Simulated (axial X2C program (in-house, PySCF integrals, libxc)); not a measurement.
Which functional? An output for MgIn

An SCF output computed with an in-house all-electron X2C program for linear molecules (integrals from PySCF) for MgIn at 3.055 Å, two-component, state Ω = 1/2, In dyall-cv3z [11s12p9d4f1g], Mg dyall-cv3z [9s8p6d3f] (cores contracted in-house), without its first line:

```
basis functions 213  fitting functions 958  grid points 5083
iter        total energy     max residual
   1      -6078.675568266     1.98e-01
   2      -6078.677542945     5.97e-03
   3      -6078.677664368     3.60e-02
   4      -6078.677875597     1.04e-03
   5      -6078.677879578     4.41e-03
   6      -6078.677898747     4.80e-04
   7      -6078.677904631     1.10e-03
   8      -6078.677910739     9.67e-04
   9      -6078.677912620     1.24e-04
  10      -6078.677912873     6.88e-05
  11      -6078.677912908     5.82e-05
  12      -6078.677912916     7.43e-06
converged
one-electron -8570.09384287  Coulomb 2570.30358824  exact exchange 0.00000000  xc functional -177.44221589  nuclear repulsion 101.85145664  atomic mean-field constant -3.29689903
```

Task: Which level of theory produced it?
A. HF
B. PBE0
C. TPSS

Result: C. The exact-exchange term against the functional term shows a share of 0 of exact exchange.
